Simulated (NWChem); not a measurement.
System: CH8OSi2; SMILES [Si@@H](O)(C)[SiH3]

Input file for NWChem:

```
start job
memory heap 200 mb stack 900 mb global 1100 mb
geometry units angstroms
  C     -1.449177    -1.433568     0.340756
  Si    -0.573397     0.172043    -0.200331
  O     -0.875577     1.365742     0.878400
  Si     1.694667    -0.188514    -0.455116
  H     -2.502488    -1.261887     0.547303
  H     -1.387954    -2.193021    -0.432369
  H     -1.004820    -1.854012     1.240647
  H     -1.272461     0.736753    -1.356733
  H     -0.677946     1.283908     1.806541
  H      2.364967    -0.592758     0.791843
  H      2.426093     0.996393    -0.914781
  H      1.978124    -1.252804    -1.422557
end
basis spherical
  * library def2-svp
end
dft
  xc pbe0
  iterations 150
end
driver
  maxiter 120
end
task dft optimize
task dft freq
```

The level has its own optimisation; frequencies are unscaled.

**Question.** Give the results of this calculation. (PBE0/def2-SVP.) Quantities: r C–Si (Å); r C–H (Å); r O–Si (Å); r Si–Si (Å); highest harmonic frequency (cm⁻¹); lowest (cm⁻¹); zero-point energy (kcal/mol); dipole (D).

**Answer.** 
```
Item                               Value
---------------------------------  -----
r C–Si (Å)                         1.878
r C–H (Å)                          1.102
r O–Si (Å)                         1.677
r Si–Si (Å)                        2.357
highest harmonic frequency (cm⁻¹)   3935
lowest (cm⁻¹)                         96
zero-point energy (kcal/mol)        52.9
dipole (D)                          1.54
```
